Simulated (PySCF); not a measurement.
A structure optimised at PBE-D3(BJ)/def2-TZVP, used in a PySCF frequency run:

```
Al
F 1 1.6671
O 1 1.7013 2 120.63
H 3 0.9672 1 122.77 2 0.00
H 1 1.5715 2 119.98 3 180.00
```

**Question.** Write its SMILES, formula and point group.

**Answer.** [OH][AlH][F], AlFH2O, Cs

**Question.** What are its rotational constants (standard atomic weights)?

**Answer.** 30.512, 6.5554, 5.3960 GHz
